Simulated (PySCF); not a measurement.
## Polarisability and C₆ of Tc⁺ (technetium, charge +1)

[Kr] 4d5 5s1, high-spin 7S determinant. Computed with PySCF 2.14 in dyall-av2z, with no relativity, point nucleus. Coupled (time-dependent) response in atomic units; α is the mean over directions. A double-zeta set is small for polarisabilities.

```
method  mean α (bohr³)  C₆ (like pair)  S(−4)
  BP86           36.73           265.8  876.7
```

S(−4) is the Cauchy moment in α(ω) = α(0) + S(−4) ω² + …

α(iu) at BP86:

```tsv
u (hartree)	α(iu) (bohr³)
0	36.73
0.0500	34.69
0.100	30.02
0.200	20.81
0.300	15.05
0.500	9.449
0.750	6.378
1.00	4.722
1.50	2.941
2.00	2.014
3.00	1.109
5.00	0.4771
```

A single London oscillator, α(iu) = α/(1 + u²/ω²), gives C₆ = (3/4) ω α². Matching the computed C₆ needs ω = 4 × 265.8 / (3 × 36.73²) = 0.263 hartree.

For an ion, C₆ is the dispersion term alone; charge-induced terms of lower order in 1/R come first.

A non-relativistic calculation at this Z misses sizeable relativistic shifts.
